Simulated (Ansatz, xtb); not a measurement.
Diatomic WO, multiplicity 3 (lowest of 2S+1 = 1, 3, 5, 7, 9 at CCSD(T)/def2-TZVPP on PBE0 minima; our sources give no spin for the ground state, which may be another). No spin–orbit coupling. The T1 diagnostic near the minimum is 0.058, so single-reference values are doubtful.

Constants: fifth-degree fit in 1/R to seven points, most abundant isotopes. In def2 and cc sets the state is the lowest found near the PBE0 minimum, followed along R.

Run with Ansatz (a quantum-chemistry and plane-wave program) with Gaussian orbitals; xtb for the GFN methods. Each number belongs to the level named beside it. In def2 rows elements past Kr take small-core potentials, without spin–orbit coupling. The GFN methods have no spin term and hold the electronic entropy of 300 K.

```csv
level,r_e (Å),ω_e (cm⁻¹),ω_e x_e (cm⁻¹),dipole (D)
GFN2-xTB,1.700,___,4.1,-
SVWN5/def2-TZVPP,1.649,1107,3.7,1.96
PBE/def2-TZVPP,1.662,1071,3.7,1.88
B97M-V/def2-TZVPP,1.655,1089,3.9,1.93
B3LYP/def2-TZVPP,1.657,1094,3.6,2.25
PBE0/def2-TZVPP,1.646,1119,3.7,2.07
wB97X-V/def2-TZVPP,1.646,1134,3.4,2.38
wB97M-V/def2-TZVPP,___,___,3.6,2.24
```

Some entries are withheld; supply them.


- wB97M-V/def2-TZVPP, r_e (Å): 1.647
- wB97M-V/def2-TZVPP, ω_e (cm⁻¹): 1127
- GFN2-xTB, ω_e (cm⁻¹): 837
